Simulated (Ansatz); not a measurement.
**Molecular dynamics of BrCl2H3Sn**

The input (input.yaml):

```yaml
crystal:
  periodic: [false, false, false]
  atoms:
    - { symbol: Sn, position_ang: [0.022129, -0.230156, -0.053903] }
    - { symbol: Cl, position_ang: [1.014394, 0.387254, 2.41564] }
    - { symbol: H, position_ang: [1.511612, 0.233515, -0.667633] }
    - { symbol: H, position_ang: [-1.357326, 0.613407, 0.388191] }
    - { symbol: Cl, position_ang: [-0.815761, -1.525431, -1.868881] }
    - { symbol: Br, position_ang: [0.25061, -2.554194, 1.426002] }
    - { symbol: H, position_ang: [0.739644, -1.410598, 2.335385] }
basis:
  gaussian: { orbitals: def2-mTZVP }
hamiltonian:
  xc: hf
md:
  timestep: 0.5
  n_steps: 200
  ensemble: nve
  temperature: 100.0
  initial_velocities: maxwell_boltzmann
  seed: 9083
```

Command:

```bash
$ ansatz run input.yaml --threads 4 --pin off --max-ram 5120MiB --backend cpu --events-out ev --progress --plain --runs-dir out
```

It starts at the highest image of a converged band. Of that band: Neighbouring images differ by up to 1.2 eV, so the band resolves the path poorly. A vibrational analysis at the climbing image gives one clearly imaginary mode, 600i cm⁻¹: a first-order saddle point.

Output, in part (one step line in 4, the closing report, with atoms numbered from 0):

```
md step     0: t =     0.00 fs  T =   100.0 K  F+E_penalty+E_count = -100860.14825784 eV  E_kin = 0.064630 eV  conserved = -100860.08362784 eV  (35 SCF iters)
md step     4: t =     2.00 fs  T =    86.2 K  F+E_penalty+E_count = -100860.13926466 eV  E_kin = 0.055707 eV  conserved = -100860.08355740 eV  (35 SCF iters)
md step     8: t =     4.00 fs  T =    66.2 K  F+E_penalty+E_count = -100860.12629651 eV  E_kin = 0.042808 eV  conserved = -100860.08348885 eV  (35 SCF iters)
md step    12: t =     6.00 fs  T =    62.8 K  F+E_penalty+E_count = -100860.12413209 eV  E_kin = 0.040605 eV  conserved = -100860.08352740 eV  (35 SCF iters)
md step    16: t =     8.00 fs  T =    64.8 K  F+E_penalty+E_count = -100860.12546448 eV  E_kin = 0.041900 eV  conserved = -100860.08356484 eV  (35 SCF iters)
md step    20: t =    10.00 fs  T =    60.1 K  F+E_penalty+E_count = -100860.12238018 eV  E_kin = 0.038855 eV  conserved = -100860.08352568 eV  (36 SCF iters)
md step    24: t =    12.00 fs  T =    60.7 K  F+E_penalty+E_count = -100860.12269852 eV  E_kin = 0.039199 eV  conserved = -100860.08349921 eV  (36 SCF iters)
md step    28: t =    14.00 fs  T =    74.9 K  F+E_penalty+E_count = -100860.13194067 eV  E_kin = 0.048406 eV  conserved = -100860.08353435 eV  (35 SCF iters)
md step    32: t =    16.00 fs  T =    93.5 K  F+E_penalty+E_count = -100860.14394072 eV  E_kin = 0.060427 eV  conserved = -100860.08351348 eV  (35 SCF iters)
md step    36: t =    18.00 fs  T =   127.5 K  F+E_penalty+E_count = -100860.16578787 eV  E_kin = 0.082424 eV  conserved = -100860.08336406 eV  (35 SCF iters)
md step    40: t =    20.00 fs  T =   232.1 K  F+E_penalty+E_count = -100860.23322345 eV  E_kin = 0.149998 eV  conserved = -100860.08322563 eV  (36 SCF iters)
md step    44: t =    22.00 fs  T =   446.1 K  F+E_penalty+E_count = -100860.37230834 eV  E_kin = 0.288343 eV  conserved = -100860.08396544 eV  (33 SCF iters)
md step    48: t =    24.00 fs  T =   502.5 K  F+E_penalty+E_count = -100860.41070819 eV  E_kin = 0.324742 eV  conserved = -100860.08596617 eV  (34 SCF iters)
md step    52: t =    26.00 fs  T =   282.7 K  F+E_penalty+E_count = -100860.26400546 eV  E_kin = 0.182681 eV  conserved = -100860.08132468 eV  (54 SCF iters)
md step    56: t =    28.00 fs  T =   721.9 K  F+E_penalty+E_count = -100860.55324570 eV  E_kin = 0.466536 eV  conserved = -100860.08670924 eV  (34 SCF iters)
md step    60: t =    30.00 fs  T =   641.0 K  F+E_penalty+E_count = -100860.49866736 eV  E_kin = 0.414251 eV  conserved = -100860.08441657 eV  (34 SCF iters)
md step    64: t =    32.00 fs  T =   378.4 K  F+E_penalty+E_count = -100860.32735125 eV  E_kin = 0.244561 eV  conserved = -100860.08279021 eV  (35 SCF iters)
md step    68: t =    34.00 fs  T =   557.4 K  F+E_penalty+E_count = -100860.44323608 eV  E_kin = 0.360277 eV  conserved = -100860.08295885 eV  (35 SCF iters)
md step    72: t =    36.00 fs  T =  1003.8 K  F+E_penalty+E_count = -100860.73660341 eV  E_kin = 0.648725 eV  conserved = -100860.08787835 eV  (33 SCF iters)
md step    76: t =    38.00 fs  T =   615.9 K  F+E_penalty+E_count = -100860.47904223 eV  E_kin = 0.398038 eV  conserved = -100860.08100388 eV  (34 SCF iters)
md step    80: t =    40.00 fs  T =  1050.5 K  F+E_penalty+E_count = -100860.76718389 eV  E_kin = 0.678921 eV  conserved = -100860.08826332 eV  (33 SCF iters)
md step    84: t =    42.00 fs  T =  1024.9 K  F+E_penalty+E_count = -100860.74711230 eV  E_kin = 0.662393 eV  conserved = -100860.08471953 eV  (54 SCF iters)
md step    88: t =    44.00 fs  T =   752.0 K  F+E_penalty+E_count = -100860.56812675 eV  E_kin = 0.486031 eV  conserved = -100860.08209612 eV  (34 SCF iters)
md step    92: t =    46.00 fs  T =  1183.1 K  F+E_penalty+E_count = -100860.84916693 eV  E_kin = 0.764626 eV  conserved = -100860.08454047 eV  (34 SCF iters)
md step    96: t =    48.00 fs  T =  1406.4 K  F+E_penalty+E_count = -100860.99779270 eV  E_kin = 0.908938 eV  conserved = -100860.08885472 eV  (33 SCF iters)
md step   100: t =    50.00 fs  T =  1056.8 K  F+E_penalty+E_count = -100860.76333010 eV  E_kin = 0.682987 eV  conserved = -100860.08034326 eV  (34 SCF iters)
md step   104: t =    52.00 fs  T =  1656.8 K  F+E_penalty+E_count = -100861.15931045 eV  E_kin = 1.070779 eV  conserved = -100860.08853101 eV  (32 SCF iters)
md step   108: t =    54.00 fs  T =  1333.8 K  F+E_penalty+E_count = -100860.94501871 eV  E_kin = 0.862064 eV  conserved = -100860.08295436 eV  (34 SCF iters)
md step   112: t =    56.00 fs  T =  1350.8 K  F+E_penalty+E_count = -100860.95548737 eV  E_kin = 0.872997 eV  conserved = -100860.08249010 eV  (34 SCF iters)
md step   116: t =    58.00 fs  T =  1892.9 K  F+E_penalty+E_count = -100861.31080521 eV  E_kin = 1.223354 eV  conserved = -100860.08745142 eV  (33 SCF iters)
md step   120: t =    60.00 fs  T =  1598.1 K  F+E_penalty+E_count = -100861.11578405 eV  E_kin = 1.032851 eV  conserved = -100860.08293257 eV  (33 SCF iters)
md step   124: t =    62.00 fs  T =  1909.4 K  F+E_penalty+E_count = -100861.32137172 eV  E_kin = 1.234048 eV  conserved = -100860.08732378 eV  (33 SCF iters)
md step   128: t =    64.00 fs  T =  2064.9 K  F+E_penalty+E_count = -100861.42019406 eV  E_kin = 1.334577 eV  conserved = -100860.08561706 eV  (32 SCF iters)
md step   132: t =    66.00 fs  T =  1722.3 K  F+E_penalty+E_count = -100861.19521443 eV  E_kin = 1.113108 eV  conserved = -100860.08210668 eV  (34 SCF iters)
md step   136: t =    68.00 fs  T =  2069.6 K  F+E_penalty+E_count = -100861.42160371 eV  E_kin = 1.337581 eV  conserved = -100860.08402274 eV  (34 SCF iters)
md step   140: t =    70.00 fs  T =  2374.4 K  F+E_penalty+E_count = -100861.62379353 eV  E_kin = 1.534603 eV  conserved = -100860.08919007 eV  (33 SCF iters)
md step   144: t =    72.00 fs  T =  1927.2 K  F+E_penalty+E_count = -100861.32517543 eV  E_kin = 1.245534 eV  conserved = -100860.07964151 eV  (33 SCF iters)
md step   148: t =    74.00 fs  T =  2485.4 K  F+E_penalty+E_count = -100861.69530069 eV  E_kin = 1.606338 eV  conserved = -100860.08896224 eV  (32 SCF iters)
md step   152: t =    76.00 fs  T =  2125.7 K  F+E_penalty+E_count = -100861.45711008 eV  E_kin = 1.373841 eV  conserved = -100860.08326938 eV  (34 SCF iters)
md step   156: t =    78.00 fs  T =  1988.6 K  F+E_penalty+E_count = -100861.36762505 eV  E_kin = 1.285244 eV  conserved = -100860.08238082 eV  (34 SCF iters)
md step   160: t =    80.00 fs  T =  2436.0 K  F+E_penalty+E_count = -100861.66117711 eV  E_kin = 1.574382 eV  conserved = -100860.08679486 eV  (33 SCF iters)
md step   164: t =    82.00 fs  T =  2137.5 K  F+E_penalty+E_count = -100861.46613455 eV  E_kin = 1.381449 eV  conserved = -100860.08468530 eV  (32 SCF iters)
md step   168: t =    84.00 fs  T =  2160.4 K  F+E_penalty+E_count = -100861.48200011 eV  E_kin = 1.396241 eV  conserved = -100860.08575875 eV  (33 SCF iters)
md step   172: t =    86.00 fs  T =  2321.7 K  F+E_penalty+E_count = -100861.58687308 eV  E_kin = 1.500546 eV  conserved = -100860.08632692 eV  (32 SCF iters)
md step   176: t =    88.00 fs  T =  1828.2 K  F+E_penalty+E_count = -100861.26381364 eV  E_kin = 1.181570 eV  conserved = -100860.08224366 eV  (34 SCF iters)
md step   180: t =    90.00 fs  T =  1973.8 K  F+E_penalty+E_count = -100861.35914901 eV  E_kin = 1.275687 eV  conserved = -100860.08346216 eV  (34 SCF iters)
md step   184: t =    92.00 fs  T =  2271.2 K  F+E_penalty+E_count = -100861.55697821 eV  E_kin = 1.467885 eV  conserved = -100860.08909301 eV  (32 SCF iters)
md step   188: t =    94.00 fs  T =  1705.9 K  F+E_penalty+E_count = -100861.18185677 eV  E_kin = 1.102494 eV  conserved = -100860.07936230 eV  (34 SCF iters)
md step   192: t =    96.00 fs  T =  2194.4 K  F+E_penalty+E_count = -100861.50739567 eV  E_kin = 1.418257 eV  conserved = -100860.08913844 eV  (32 SCF iters)
md step   196: t =    98.00 fs  T =  1880.4 K  F+E_penalty+E_count = -100861.29897098 eV  E_kin = 1.215312 eV  conserved = -100860.08365853 eV  (34 SCF iters)
md step   200: t =   100.00 fs  T =  1647.7 K  F+E_penalty+E_count = -100861.14704717 eV  E_kin = 1.064921 eV  conserved = -100860.08212635 eV  (54 SCF iters)
Total energy: -100861.14704717 eV, -3706.5787878426 hartree
Atom 0 at    -0.024161    -0.582231    -0.107409 Å, force    -1.123380     2.572021    -2.483910 eV/Å
Atom 1 at     1.365801     1.051083     3.267198 Å, force    -0.122207    -3.747104     0.244922 eV/Å
Atom 2 at     1.457396     0.096470    -0.479961 Å, force     0.337114     0.053080    -0.051872 eV/Å
Atom 3 at    -1.209359     0.515761     0.440015 Å, force     0.165321    -0.217606     0.088939 eV/Å
Atom 4 at    -0.952147    -1.307407    -2.200600 Å, force     0.307825     0.085690     0.572239 eV/Å
Atom 5 at     0.215487    -2.432256     1.258781 Å, force     0.293311    -2.479955     1.824270 eV/Å
Atom 6 at     1.319604    -0.392318     3.370737 Å, force     0.142015     3.733875    -0.194589 eV/Å
Dipole moment:     0.236597     0.078228     0.463912 e Å
```

The run went to its last step. The conserved energy stayed within 0.8 meV per atom of its start (net change 0.21 meV per atom), so the integration is sound. The kinetic energy rose, since the run started high on the potential surface and went downhill. It ends in pieces (BrClH2Sn + ClH), so much of that is their flight and rotation, not heat. A run of 0.1 ps of so small a system gives no equilibrium averages. The orbitals stay closed-shell, which can raise the energy where a bond breaks towards radicals; this wasn't checked here.

Between its relaxed ends the band would form Sn1–Br6, Cl2–H7 and break Sn1–Cl2, Br6–H7. These pairs go: Sn1–Br6 2.76 → 2.31 Å, Cl2–H7 1.82 → 1.45 Å, Sn1–Cl2 2.73 → 4.00 Å, Br6–H7 1.54 → 3.14 Å. In the last frame they stand as after the step (other bonds may differ from the relaxed reactants and products). It ends as BrClH2Sn + ClH. Pairs count as bonded within 1.25 times the sum of covalent radii (0.12 Å more for H–H).

Last frame:

```xyz
7
Properties=species:S:1:pos:R:3
Sn -0.024 -0.582 -0.107
Cl 1.366 1.051 3.267
H 1.457 0.097 -0.480
H -1.209 0.516 0.440
Cl -0.952 -1.307 -2.201
Br 0.215 -2.432 1.259
H 1.320 -0.392 3.371
```

Time of the run: 4.7 min on 4 threads of Arm Neoverse V2 (shared host), peak memory 0.35 GiB.
